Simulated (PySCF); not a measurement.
Electron affinity of Sn by level of theory

Sn⁻ [Kr] 4d10 5s2 5p3 (4S) → Sn [Kr] 4d10 5s2 5p2 (3P), as a difference of total energies. Calculation: PySCF 2.14, in def2-TZVPPD with the def2 core potential (28 electrons) (7s5p4d2f, 56 functions); a scalar-relativistic core potential. Correlated levels: valence: 4s2 4p6 4d10 frozen. The calculations carry no spin-orbit coupling.

```json
{"method": "UHF", "electron affinity (eV)": "0.904", "difference from reference (eV)": "-0.208"}
{"method": "MP2 (valence)", "electron affinity (eV)": "1.278", "difference from reference (eV)": "+0.166"}
{"method": "SCS-MP2 (valence)", "electron affinity (eV)": "1.150", "difference from reference (eV)": "+0.038"}
{"method": "CCSD (valence)", "electron affinity (eV)": "1.265", "difference from reference (eV)": "+0.153"}
{"method": "CCSD(T) (valence)", "electron affinity (eV)": "1.298", "difference from reference (eV)": "+0.186"}
```

Reference: 1.112 eV (measured; photodetachment measurements, as compiled on the Wikipedia data page of electron affinities).

The reference lies between the lowest fine-structure levels, while these numbers refer to the centres of the terms.

Errors of the correlated levels include the incompleteness of this basis and the frozen core.
